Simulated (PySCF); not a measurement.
Diatomic anions of I with group 14

PBE0 with triple-zeta basis sets in PySCF, for the lowest determinant that a PBE0 search found; no spin–orbit coupling. De refers to high-spin ground-configuration atoms (the charge goes to the atom of lower measured ionisation energy or higher electron affinity, which is not always the lowest computed limit). A positive dipole points towards I; it is taken about the centre of mass and depends on that origin.

```csv
M,basis,charged atom,state (unpaired electrons),Re (Å),ωe (cm⁻¹),De (eV),μ (D)
Si,def2-TZVPPD,I−,triplet (π ↑↑),2.647,247,1.68,4.81
Ge,def2-TZVPPD,I−,triplet (π ↑↑),2.734,165,1.54,1.90
Sn,def2-TZVPPD,I−,triplet (π ↑↑),2.920,136,1.49,0.56
```

The shortest bond is that of SiI⁻ (2.647 Å), the longest that of SnI⁻ (2.920 Å).

Down a group the atoms grow and get heavier, so bonds lengthen and wavenumbers fall; this series shows no clear exception.

Spin–orbit coupling is left out, which matters for elements this heavy, above all for dissociation energies. For an ion De counts to the pair picked by the measured ionisation energies or electron affinities, which need not be the lowest pair at this level. The highest Kohn–Sham level is positive in some of these anions. Much of that is self-interaction error, but it also means that the finite basis helps to hold the extra electron. States were picked by a PBE0 search and need not be the measured ground states.
